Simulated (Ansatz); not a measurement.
A series at Si: from `O[SiH](O)O`, ligands are replaced one by one, each step taking up NH₃ and setting free H₂O; n counts the steps. Ansatz, PBE0-D4/def2-TZVP geometries. Each molecule was computed in one conformer, which needn't be the lowest.

```csv
n,molecule,"HOMO energy, ωB97M-V/def2-TZVPP (eV)"
0,`O[SiH](O)O`,?
1,`N[SiH](O)O`,-10.16
2,`N[SiH](N)O`,-9.83
3,`N[SiH](N)N`,-9.25
```

Task: By hand: fit a straight line y = ȳ + b (n − n̄) to the 3 given rows and predict n = 0.

Result: n̄ = 2.000, ȳ = -9.747; Σ(n − n̄)(y − ȳ) = 0.910, Σ(n − n̄)² = 2.000, so b = 0.455 eV a step. Prediction: -9.747 + (0.455) × (-2.000) = -10.66 eV.

Task: By hand: compare with the computed value, -11.44 eV, and give the steps along the whole series.

Result: The line misses by -0.78 eV (computed minus predicted). Steps: 1.28, 0.33, 0.58 eV.

The steps differ by up to 0.95 eV without a steady trend. The highest orbital can change its character along such a series. The miss is 35.6 % of the series' range.
